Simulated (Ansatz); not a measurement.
`B[CH2][AlH][GeH3]` + CH₄ → `B[CH2][AlH][CH3]` + GeH₄  (formal exchange of groups at the Al–Ge bond)

Program: Ansatz. Geometries: PBE0-D4/def2-TZVP. ΔE: electronic, gas phase. CCSD(T)/CBS is the MP2 limit (def2-TZVPP, def2-QZVPP) plus CCSD(T) − MP2 in def2-TZVPP, frozen cores. This one scheme is used for every species. DFT in def2-TZVPP. B3LYP here is the variant with VWN-RPA as its local correlation; programs differ in this. For Ge outer-core shells are correlated without core-valence functions, which leaves a few kJ/mol of doubt a bond. Scalar relativity is left out up to krypton. Each species was taken in one conformer, which may not be the lowest.

`B[CH2][AlH][GeH3]`:

Cartesian coordinates in Å:
```
B -1.918 0.428 -0.035
C -1.329 -0.740 -0.787
Al 0.369 -1.071 0.192
Ge 2.028 0.751 0.410
H -1.521 1.544 -0.232
H -2.718 0.255 0.843
H -1.856 -1.694 -0.788
H -0.881 -0.505 -1.764
H 0.633 -2.536 0.741
H 2.042 1.673 -0.825
H 1.682 1.646 1.619
H 3.469 0.250 0.625
```

CH₄:

```xyz
5

C     0.000    0.000    0.000
H     0.693   -0.286   -0.790
H    -0.815    0.585   -0.426
H     0.525    0.597    0.745
H    -0.404   -0.896    0.471
```

`B[CH2][AlH][CH3]`:

Cartesian coordinates in Å:
```
B -0.821 1.289 1.249
C -0.329 -0.118 1.455
Al 0.908 -0.358 -0.089
C 0.217 -0.692 -1.876
H -1.733 1.518 0.502
H -0.247 2.221 1.744
H 0.305 -0.322 2.321
H -1.041 -0.926 1.245
H 2.468 -0.354 0.208
H 0.615 -1.623 -2.292
H 0.532 0.107 -2.557
H -0.874 -0.742 -1.908
```

GeH₄:

Z-matrix (Å, degrees):
```
Ge
H 1 1.534
H 1 1.534 2 109.5
H 1 1.534 2 109.5 3 -120.0
H 1 1.534 2 109.5 3 120.0
```

```
             level  ΔE (kcal/mol)
            PBE-D4            9.2
           PBE0-D4            8.9
          B3LYP-D4            7.9
            r2SCAN            7.9
              PBE0            8.6
CCSD(T)/def2-TZVPP            7.8
    MP2/def2-QZVPP            7.1
SCS-MP2/def2-QZVPP            6.8
```

(1) What does CCSD(T)/CBS give? (An estimate is asked.)

Largest T1 diagnostic among the species: 0.012.

Results:

(1) Computed: +8.1 kcal/mol. The listed levels differ from it by 1.1, 0.8, -0.2, -0.2, 0.5, -0.3, -1.0, -1.3 kcal/mol.
